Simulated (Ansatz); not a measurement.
**Energy profile**

The step: SiH₃Cl ([SiH3][Cl]) + NH₃ + HF → SiNH₅ ([NH2][SiH3]) + HCl + HF; bonds formed: Cl2–H8, H6–F9; bonds broken: Si1–Cl2, H6–N7, H8–F9 (atoms numbered as in the saddle structure below).

Si1  (-1.098, 0.669, -0.412)
Cl2  (0.786, -1.854, -1.386)
H3  (-0.894, 0.927, -1.849)
H4  (-1.815, 1.809, 0.216)
H5  (-1.784, -0.596, -0.107)
H6  (0.678, -0.368, 0.974)
N7  (0.519, 0.680, 0.419)
H8  (0.849, -1.868, 0.072)
F9  (0.845, -1.545, 1.284)
H10  (0.643, 1.462, 1.054)
H11  (1.273, 0.686, -0.264)
(Å)

Electronic energies by CCSD(T) at an estimated basis limit (MP2 extrapolated from triple and quadruple zeta, plus CCSD(T) − MP2 in triple zeta), on PBE0-D4/def2-TZVP structures; SiNH7ClF, singlet; no counterpoise correction. Computed with Ansatz 0.2.0 (basis: def2-TZVPP and def2-QZVPP); correlated methods freeze the cores. Extrapolation: Hartree–Fock as exp(−7.88 √X), correlation as X^−2.97.

(1) Give the profile in kJ/mol, counted from the separated reactants. (To be estimated.)

T1 diagnostic: at most 0.011.

## Answers

(1) The calculation gives:
```json
{"point": "separated: SiH3Cl (linked as [SiH3][Cl]; Si1, Cl2, H3, H4, H5; singlet) + NH3 (H6, N7, H10, H11; singlet) + HF (H8, F9; singlet)", "kJ/mol": "0.0"}
{"point": "start structure", "kJ/mol": "-13.2"}
{"point": "saddle", "kJ/mol": "15.2"}
{"point": "end structure", "kJ/mol": "-15.3"}
{"point": "separated: SiNH5 (linked as [NH2][SiH3]; Si1, H3, H4, H5, N7, H10, H11; singlet) + HCl (Cl2, H8; singlet) + HF (H6, F9; singlet)", "kJ/mol": "51.6"}
```

For scale, one of the runs: CCSD(T)/def2-TZVPP, 244 basis functions, launched by `ansatz run in.yaml --threads 4 --pin off --events-out ev --progress --plain --max-ram 9574MiB`. Time: 110 s of wall clock on 4 CPU threads of an Arm Neoverse V2; the host was shared. Peak host memory: 4.8 GiB.
